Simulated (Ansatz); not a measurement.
Abridged output of a molecular run in Ansatz:

```
Functional definition: HF
2231 factors; integrals over basis functions are off by at most 7.5e-4 eV
mean field evaluation 1: about -21203.8345 eV, gradient 3.7e1 eV
mean field evaluation 2: about -21203.9390 eV, gradient 3.7e1 eV
mean field evaluation 4: about -21206.7233 eV, gradient 2.7e0 eV
mean field evaluation 8: about -21206.7662 eV, gradient 1.1e-1 eV
mean field -21206.76628626 eV, -779.3342865576 hartree, gradient 7.6e-7 eV, S^2 0.000000; 0 other end points of the search recorded, 0 dependent functions left out
12 core orbitals not correlated: weight in the atoms' cores, before any rotation towards them, 1.000 or more for the frozen orbitals, at most 0.000 for the correlated occupied ones
reference -21206.76628626 eV, -779.3342865576 hartree; 13, 13 occupied and 349, 349 virtual orbitals, 2231 factors
second order -22.04635217 eV of doubles, -0.00000000 eV of singles
cycle   1  -22.20197156 eV  change   -1.6e-1 eV  update   9.9e-2
cycle   2  -22.70448365 eV  change   -5.0e-1 eV  update   3.1e-2
cycle   3  -22.83199384 eV  change   -1.3e-1 eV  update   1.5e-2
cycle   4  -22.81323325 eV  change    1.9e-2 eV  update   2.9e-3
cycle   5  -22.81121671 eV  change    2.0e-3 eV  update   1.2e-3
cycle   6  -22.81224109 eV  change   -1.0e-3 eV  update   3.6e-4
cycle   7  -22.81206521 eV  change    1.8e-4 eV  update   1.2e-4
cycle   8  -22.81196876 eV  change    9.6e-5 eV  update   3.5e-5
cycle   9  -22.81198175 eV  change   -1.3e-5 eV  update   1.4e-5
perturbative correction -0.72398508 eV, -0.0266059609 hartree
Total energy: -21230.30225309 eV, -780.1992173853 hartree
```

Its atoms:

Z-matrix (Å, degrees):
```
Si
Si 1 2.355
F 1 1.607 2 107.7
H 1 1.485 2 111.8 3 118.6
H 1 1.485 2 111.7 3 -118.6
F 2 1.607 1 107.7 3 179.0
H 2 1.485 1 111.8 3 -62.3
H 2 1.485 1 111.7 3 60.4
```

(1) Which basis set was used?
A. def2-SVP
B. cc-pV(T+d)Z
C. def2-QZVPP
D. def2-SVPD

(2) Write the keys of the input that set method, charge and spin (a neutral closed shell needs none for the last two).

## Answers

(1) C. It gives 374 functions.

(2) 
```yaml
correlation: {method: ccsd_t}
```
